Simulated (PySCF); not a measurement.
BLYP on Li- (lithium, charge -1), [He] 2s2, closed-shell 1S. All numbers are calculated (PySCF 2.14, scalar relativity by spin-free X2C-1e, in x2c-TZVPPall with one added diffuse shell each of s, p type (6s4p1d, 23 functions)).

```
cycle= 1 E= -7.49845546339988  delta_E= -0.00245  |g|= 0.0125  |ddm|= 0.21
cycle= 2 E= -7.49757700246196  delta_E= 0.000878  |g|= 0.0185  |ddm|= 0.465
cycle= 3 E= -7.49936032688678  delta_E= -0.00178  |g|= 0.000686  |ddm|= 0.277
cycle= 4 E= -7.49936137883844  delta_E= -1.05e-06  |g|= 3.22e-05  |ddm|= 0.0059
cycle= 5 E= -7.49936138512978  delta_E= -6.29e-09  |g|= 2.9e-06  |ddm|= 0.000777
cycle= 6 E= -7.49936138516915  delta_E= -3.94e-11  |g|= 1.45e-07  |ddm|= 2.69e-05
converged SCF energy = -7.49936138516915  <S^2> = -3.5527137e-15  2S+1 = 1
```

Highest occupied orbital energy: 1.090 eV; ⟨L²⟩ = 0.00; populations by l: s 4.00, p 0.00, d 0.00.

(1) Can this result be used?

Answers

(1) With care. Self-consistency was reached. At BLYP the highest occupied level has a positive energy, so only the finite basis holds that electron; in a semilocal or global hybrid functional this comes from self-interaction and does not mean that the real anion is unbound.
